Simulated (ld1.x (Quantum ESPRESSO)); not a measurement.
**Which change was made? (Bi, TM)**

Bi, norm-conserving Troullier–Martins (Kleinman–Bylander form), made with ld1.x (Quantum ESPRESSO) 7.5 (PBE, fully relativistic). Core [Xe] 4f14 5d10, reference 6s2 6p3. Waves: 6p (bound): rc 2.05 bohr; 6d channel at 0.1 Ry: rc 2.10 bohr; 6s (bound): rc 1.90 bohr. Local part: the s channel. Core correction: none.

Open shells are filled in proportion to 2j + 1 (rel_dist='average').

Cutoffs, loose and tight: the cutoffs (Ry, on a coarse ladder) from which the occupation-weighted sum of valence levels, in a spherical-Bessel basis at the reference potential, stays within 10 and 1 mRy of its value at 400 Ry. They do not see the model core or the augmentation charge, which bear on the density cutoff. Test errors are all-electron minus pseudo excitation energies from the reference, over the configurations 6s2 6p2; 6s2 6p1; 6s2 6p0; 6s1 6p4; 6s2 6p2.5; 6s2 6p3.3; 6s1 6p0; variants that change the core or the reference have their own tests.

The base gives: outcome: generated; cutoff, loose: 30 Ry; cutoff, tight: 50 Ry; bound ghosts: d3/2, d5/2; largest test error (meV): +215.

Task: After one change the result is: outcome: generated; cutoff, loose: 30 Ry; cutoff, tight: 50 Ry; bound ghosts: none; largest test error (meV): +215. Which change was it?
A. wave 6d channel at 0.1 Ry: rc 2.10 bohr becomes 6d channel at 0.1 Ry: rc 3.10 bohr
B. all radii scaled by about 0.72 (s 1.38, p 1.48, d 1.52 bohr)
C. core [Xe] 4f14, valence charge 15; reference 5d10 6s2 6p1.5; waves now 6s (bound): rc 1.65 bohr; 6p (bound): rc 2.20 bohr; 5d (bound): rc 1.65 bohr; 5f channel at -0.1 Ry: rc 1.85 bohr; local potential all-electron potential smoothed inside 2.10 bohr (lloc = -1); core correction a·sin(br)/r model core, default radius (core density twice the valence density)
D. reference 6s2 6p2

Result: A. The others give: reference 6s2 6p2 → outcome: generated; cutoff, loose: 30 Ry; cutoff, tight: 50 Ry; bound ghosts: d3/2, d5/2; largest test error (meV): +295 | core [Xe] 4f14, valence charge 15; reference 5d10 6s2 6p1.5; waves now 6s (bound): rc 1.65 bohr; 6p (bound): rc 2.20 bohr; 5d (bound): rc 1.65 bohr; 5f channel at -0.1 Ry: rc 1.85 bohr; local potential all-electron potential smoothed inside 2.10 bohr (lloc = -1); core correction a·sin(br)/r model core, default radius (core density twice the valence density) → outcome: generated; cutoff, loose: 60 Ry; cutoff, tight: 100 Ry; bound ghosts: s; largest test error (meV): -165 | all radii scaled by about 0.72 (s 1.38, p 1.48, d 1.52 bohr) → outcome: generated; cutoff, loose: 230 Ry; cutoff, tight: over 300 Ry; bound ghosts: p3/2, p1/2; largest test error (meV): +327.
